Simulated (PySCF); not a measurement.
**Electronic structure of Al+ (aluminium, charge +1) at the UHF level**

Configuration: [Ne] 3s2, closed-shell 1S. Calculation: PySCF 2.14, in pcseg-2; no relativity, point nucleus.

```json
{
  "Total energy": "-241.665111 hartree",
  "One-electron energy": "-333.0581 hartree",
  "Hartree (Coulomb) energy": "109.2980 hartree",
  "Exchange energy": "-17.9050 hartree",
  "Kinetic energy": "242.41960 hartree",
  "⟨S²⟩": "0.0000",
  "⟨L²⟩": "0.000",
  "Sum of ⟨r⟩": "9.951 bohr",
  "Sum of ⟨r²⟩": "17.47 bohr²",
  "Density at the nucleus (Gaussians lack the cusp)": "1370 bohr⁻³",
  "Langevin diamagnetic susceptibility": "-13.8 ×10⁻⁶ cm³/mol",
  "Time after the integrals": "0.05 s of wall time on 1 thread of AMD EPYC 9R45 96-Core Processor (shared host)"
}
```

```
shell  electrons  mean orbital energy (hartree)  rms radius, mean of both spins (bohr)
   1s          2                      -58.75114                                  0.140
   2s          2                       -5.20328                                  0.679
   2p          6                       -3.50998                                  0.675
   3s          2                       -0.65170                                   2.62
```
